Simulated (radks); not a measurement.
Problem. These are the eigenvalues of the occupied orbitals of an atom or ion with whole-number occupations (eV). All-electron calculation, non-relativistic Kohn-Sham, r2SCAN, spin-polarised, spherical densities, point nucleus; meta-GGA in the generalised Kohn-Sham scheme. Program: a radial shooting solver on a logarithmic mesh with Libxc functionals.

| orbital | eigenvalue |
|---|---|
| 1s up | -538.6556 |
| 1s down | -535.8352 |
| 2s up | -43.5161 |
| 2s down | -35.6844 |
| 2p up | -27.3002 |

Which element is it, and in what charge state? The configuration may be excited. Open shells, if any, are filled with parallel spins first.

Solution. Z = 8, oxygen, charge +1: O+ in [He] 2s2 2p3. The list shows which subshells hold electrons but not how many an open one holds; the 1s level, -19.795 hartree, gives Z - s = 6.3 by -(Z - s)^2/2, which with screening narrows Z to a few neighbours, and the depths of the outer levels then fix element, charge and occupations together.
